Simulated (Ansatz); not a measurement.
FH4NO2Si (`N[Si](O)(O)F`), relaxed with RKS PBE-D4/def2-SVP in Ansatz 0.2.0 from a rough embedded geometry. The force threshold is 0.03 eV/Å; the program also tests the step.

Total charge 0; spin multiplicity 1.

Start:

```xyz
9

N    -1.271    0.256    0.182
Si    0.255   -0.143   -0.186
O     0.854   -0.738    1.193
O     1.027    1.160   -0.660
F     0.241   -1.239   -1.333
H    -1.846    0.221   -0.732
H    -1.683   -0.457    0.744
H     1.802   -1.093    1.087
H     0.621    2.032   -0.294
```

```csv
step,energy (eV),largest force (eV/Å),largest move (Å)
1,-16226.3812,3.362,0.000
2,-16226.9829,1.380,0.086
3,-16227.1646,0.235,0.117
4,-16227.1787,0.666,0.090
5,-16227.1924,0.328,0.048
6,-16227.1961,0.247,0.082
7 (rejected),-16227.1925,0.653,0.097
8,-16227.2028,0.228,0.047
9,-16227.2043,0.219,0.011
10,-16227.2047,0.212,0.007
11 (rejected),-16227.1125,2.153,0.195
12,-16227.2086,0.065,0.091
13,-16227.2090,0.009,0.023
```

End:

```xyz
9

N    -1.393    0.082    0.128
Si    0.273   -0.148   -0.189
O     0.925   -0.655    1.257
O     0.935    1.228   -0.850
F     0.649   -1.278   -1.312
H    -2.005    0.456   -0.599
H    -1.886   -0.572    0.738
H     1.760   -1.144    1.159
H     0.740    2.029   -0.333
```

It took 9 s on 4 threads of a server CPU on a shared host, with 0.17 GiB of host memory at the peak.
